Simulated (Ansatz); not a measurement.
A cut through the energy surface

NbCl₂OF (SMILES [O]=[Nb]([F])([Cl])[Cl]), closed shell, at its PBE0-D4/def2-TZVP minimum:

```csv
atom,x (Å),y (Å),z (Å)
O1,0.0474,-0.1235,1.7217
Nb2,0.0703,-0.0709,0.0458
F3,1.3954,-1.2279,-0.5293
Cl4,-1.9790,-0.7240,-0.7007
Cl5,0.5157,2.0726,-0.5789
```

The bond length O1–Nb2 (1.677 Å at the minimum) is set to the values below, with the rest relaxed at PBE0-D4/def2-TZVP at each step. Each method's energies count from its own value at the PBE0-D4 minimum structure. 2 of 9 computed points, where the reference changed state or T1 grew large, are left out. Computed with Ansatz 0.2.0 (basis: def2-TZVPP); correlated methods freeze the cores. Core potentials replace the inner electrons of the atoms past krypton. B3LYP uses VWN-RPA correlation.

```csv
bond length (Å),CCSD(T) (eV),wB97M-V (eV),HF (eV),MP2 (eV),r2SCAN-D4 (eV)
1.375,4.384,4.019,3.424,4.621,4.344
1.446,2.328,2.046,1.608,2.502,2.295
1.549,0.655,0.497,0.262,0.747,0.634
1.670,0.007,-0.002,-0.014,0.012,0.005
1.804,0.263,0.422,0.654,0.170,0.290
1.948,1.116,1.458,1.951,0.925,1.181
2.102,2.290,2.830,3.572,2.108,2.393
```

Minimum and curvature along this coordinate at CCSD(T): A fifth-order fit through the nearest points gives 1.692 Å, with a curvature of about 51 eV/Å².

Largest difference from the CCSD(T) curve over the scan: PBE-D4 0.150; PBE0-D4 0.389; B3LYP-D4 0.153 eV. Each curve counts from its own value at the minimum.

The T1 diagnostic stays at or below 0.039. The T1 diagnostic is large here, which may signal multireference character or strong orbital relaxation, so CCSD(T) is less sure. The restricted Hartree–Fock reference is unstable towards an unrestricted one at one or more of these structures.

For scale, one of the runs: CCSD(T)/def2-TZVPP, 202 basis functions (an equivalent command: `ansatz run in.yaml --threads 8`). Hardware: 8 CPU threads, shared host. Wall time 110 s; peak host memory 2.9 GiB.
